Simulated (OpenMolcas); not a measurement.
## Ne²⁺: CASPT2 settings compared

```yaml
Program: OpenMolcas 26.06
Basis: ANO-L-VQZP [5s4p3d2f]
Scalar_Hamiltonian: non-relativistic, point nucleus
Active_space: 4 electrons in 3 orbitals (2p)
State_averaging: 2S+1 = 3 even, 3 roots; 2S+1 = 1 even, 6 roots kept (CI in the orbitals of an earlier block)
Spin-orbit_coupling: state interaction with AMFI integrals over the reference wave functions, term energies averaged over their components
```

Methods on the same reference wave functions:
A. CASSCF
B. SS-CASPT2, IPEA 0.5 Eh, sigma1 regulariser 0.05 Eh (closed shells correlated: 2s)
C. SS-CASPT2, IPEA 0.6 Eh, imaginary shift 0.05 Eh (closed shells correlated: 1s 2s)
D. SS-CASPT2, IPEA 0.2 Eh, no level shift (closed shells correlated: 1s 2s)

Energies in cm⁻¹ above 2s² 2p⁴ ³P₂, the measured ground level; measured values from Moore, Atomic Energy Levels, vol. I, NSRDS-NBS 35 (1971 reprint of NBS Circular 467, 1949).

```json
{"Level": "2s² 2p⁴ ³P₂", "A": "0.0", "B": "0.0", "C": "0.0", "D": "0.0", "Measured": "0.0"}
{"Level": "2s² 2p⁴ ³P₁", "A": "610", "B": "610", "C": "610", "D": "610", "Measured": "650"}
{"Level": "2s² 2p⁴ ³P₀", "A": "901", "B": "899", "C": "899", "D": "899", "Measured": "927"}
{"Level": "2s² 2p⁴ ¹D₂", "A": "27956", "B": "25990", "C": "25980", "D": "26230", "Measured": "25841"}
{"Level": "2s² 2p⁴ ¹S₀", "A": "69422", "B": "58660", "C": "58790", "D": "58360", "Measured": "55747"}
```

Deviations, from unrounded energies. A percentage is the sum of absolute deviations over the sum of measured energies, with the sign that they share, or ± where signs differ.

```csv
Against measurement,Levels,A,B,C,D
mean absolute deviation (cm-1),4,4000,780,810,770
fine structure of the ground term (%),2,-4.2,-4.3,-4.3,-4.3
other terms of the ground configuration (%),2,+19.4,+3.7,+3.9,+3.7
```

B, D lie about equally close to measurement and A furthest from it. The largest miss of D in the table is 2s² 2p⁴ ¹S₀, by +2600 cm-1. The ranking rests on the paired levels alone, and a cruder setting can come out closer through cancelling errors.

Among B to D the level of the table that moves most is 2s² 2p⁴ ¹S₀, by 420 cm-1 (lowest in D, highest in C). Moves below CASPT2's spread within the term are not significant.

The mean deviations of B to D differ by less than CASPT2's widest spread within a term (130 cm-1), so their order carries little weight.

From A to B the spin-free energies of the other terms of 2s² 2p⁴ shown, above ³P, scale by factors of 0.84 to 0.93.

The lowest spin-free term lies below A's lowest term by 0.167 hartree in B, 0.186 hartree in C, 0.190 hartree in D.

Term energies are means over components that CASPT2 splits; among the terms shown or strongly mixed into the levels shown the widest spread is 130 cm-1 (2s² 2p⁴ ¹D, C). Terms from blocks run as CI alone lack orbitals of their own. With the s shell closed, the reference lacks s² → p² mixing. Computed and measured levels are paired by configuration, term and J; levels that our copy of the source lacks, or whose pairing is in doubt (as where it misses far off the trend of its configuration), stay unpaired and out of the deviations. Levels of configurations outside the active space are missing.
